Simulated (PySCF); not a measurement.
Te(Cl)(Et), SMILES CC[Te]Cl (PBE0/def2-SVP optimised geometry):

```
9

Te    -0.569    -1.960     0.000
Cl     1.813    -1.960     0.000
C     -0.726     0.196     0.000
C     -0.116     0.863     1.213
H     -1.813     0.369    -0.078
H     -0.268     0.532    -0.941
H      0.950     0.605     1.306
H     -0.621     0.560     2.142
H     -0.190     1.960     1.123
```

Level of theory: PBE0/def2-TZVP, def2 effective core potentials past Kr in PySCF.

**Question.** What are the frontier orbital energies and the dipole moment?

**Answer.** HOMO-2 -9.28 eV, HOMO-1 -8.29 eV, HOMO -6.19 eV, LUMO -2.32 eV, LUMO+1 -0.34 eV; dipole moment 2.70 D.

On the same geometry PBE/def2-TZVP, def2 effective core potentials past Kr (PySCF 2.14.0) gives HOMO-2 -7.82 eV, HOMO-1 -7.09 eV, HOMO -5.10 eV, LUMO -3.15 eV, LUMO+1 -1.19 eV; dipole moment 2.55 D.
